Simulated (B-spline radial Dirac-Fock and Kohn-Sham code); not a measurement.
# How the binding energies of Sr add up

System: the Sr atom in the configuration 1s2 2s2 2p6 3s2 3p6 3d10 4s2 4p6 5s2; nuclear rms radius 4.224 fm (A = 88).

Calculated with a radial B-spline solver, using relaxed Dirac-Fock hole states (ΔSCF) with Breit and QED corrections and a finite nucleus. Correlation energy is missing from these numbers. Energies are counted from the vacuum level.

All terms are in eV, carry their sign (relaxation lowers the binding energy) and add up to the binding energy; ⟨r⟩ is the mean radius of the orbital in the initial state.

| subshell | −ε (Koopmans) | relaxation | Gaunt | retardation | self-energy | vacuum polarisation | binding energy | ⟨r⟩ (bohr) |
| --- | --- | --- | --- | --- | --- | --- | --- | --- |
| K | 16207.8 | -55.53 | -28.28 | 2.01 | -14.51 | 1.57 | 16113.0 | 0.039 |
| L1 | 2262.5 | -28.18 | -2.16 | 0.08 | -1.62 | 0.16 | 2230.8 | 0.172 |
| L2 | 2051.1 | -30.87 | -4.04 | 0.43 | 0.17 | -0.01 | 2016.8 | 0.148 |
| L3 | 1982.1 | -30.27 | -2.85 | 0.49 | 0.03 | -0.01 | 1949.5 | 0.152 |
| M1 | 379.9 | -9.61 | -0.22 | 0.00 | -0.27 | 0.03 | 369.8 | 0.489 |
| M2 | 301.4 | -9.75 | -0.47 | 0.05 | 0.04 | 0.00 | 291.3 | 0.489 |
| M3 | 290.4 | -9.51 | -0.29 | 0.06 | 0.01 | 0.00 | 280.7 | 0.499 |
| M4 | 153.2 | -10.13 | -0.04 | -0.01 | 0.03 | 0.00 | 143.0 | 0.494 |
| M5 | 151.2 | -10.03 | 0.04 | -0.01 | 0.03 | 0.00 | 141.3 | 0.498 |
| N1 | 53.03 | -2.25 | -0.01 | 0.00 | -0.03 | 0.00 | 50.74 | 1.366 |
| N2 | 30.65 | -2.12 | -0.03 | 0.00 | 0.01 | 0.00 | 28.51 | 1.549 |
| N3 | 29.39 | -2.06 | -0.01 | 0.00 | 0.01 | 0.00 | 27.33 | 1.581 |
| O1 | 4.93 | -0.18 | 0.00 | 0.00 | 0.00 | 0.00 | 4.75 | 4.564 |

For the deepest level, K (1s), the Breit terms make up -0.163 % of the binding energy, QED -0.080 % and orbital relaxation -0.345 %.

Going to the tabulated ground configuration of the next ion removes an electron from O1 (5s), computed at 4.75 eV. NIST lists 5.694867 eV as the ionisation energy of this species (measured), +0.95 eV from the computed value. The gap is mostly the missing electron correlation.
